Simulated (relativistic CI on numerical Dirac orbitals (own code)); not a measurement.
Level scheme of Cr²³⁺

Computed by Dirac equation for one electron, model QED (radiative potential, 1s self-energy scaled to tabulated hydrogen-like ionisation energies) (own radial code, finite nucleus).

CI space: 1s, 2s, 2p, 3s, 3p, 3d, 4s, 4p, 4d, 4f, 5s, 5p, 5d, 5f, 5g, 6s, 6p, 6d. Levels of other configurations are missing.

The lowest level is 1s 2S_1/2, with 100 % of that term; Hund's rules for 1s give 2S with J = 1/2, in agreement.

```csv
No.,Configuration,Term,J,E (10³ cm⁻¹),%,Landé g
1,1s,2S,1/2,0.0,100,1.982
2,2p,2P°,1/2,47719.9,100,0.661
3,2s,2S,1/2,47723.4,100,1.997
4,2p,2P°,3/2,47843.7,100,1.330
5,3p,2P°,1/2,56598.1,100,0.664
6,3s,2S,1/2,56599.2,100,2.000
7,3d,2D,3/2,56634.8,100,0.798
8,3p,2P°,3/2,56634.8,100,1.332
9,3d,2D,5/2,56646.8,100,1.199
10,4p,2P°,1/2,59700.5,100,0.665
11,4s,2S,1/2,59700.9,100,2.001
12,4d,2D,3/2,59715.9,100,0.799
13,4p,2P°,3/2,59715.9,100,1.333
14,4f,2F°,5/2,59721.0,100,0.856
15,4d,2D,5/2,59721.0,100,1.199
16,4f,2F°,7/2,59723.5,100,1.142
17,5p,2P°,1/2,61134.2,100,0.665
18,5s,2S,1/2,61134.5,100,2.001
19,5d,2D,3/2,61142.1,100,0.799
20,5p,2P°,3/2,61142.2,100,1.333
21,5f,2F°,5/2,61144.8,100,0.856
22,5d,2D,5/2,61144.8,100,1.200
23,5g,2G,7/2,61146.0,100,0.888
24,5f,2F°,7/2,61146.1,100,1.143
25,5g,2G,9/2,61146.8,100,1.111
26,6p,2P°,1/2,61912.2,100,0.665
27,6s,2S,1/2,61912.3,100,2.002
28,6d,2D,3/2,61916.8,100,0.799
29,6p,2P°,3/2,61916.8,100,1.334
30,6d,2D,5/2,61918.3,100,1.200
```

Energies count from the lowest computed level; ° marks odd parity.
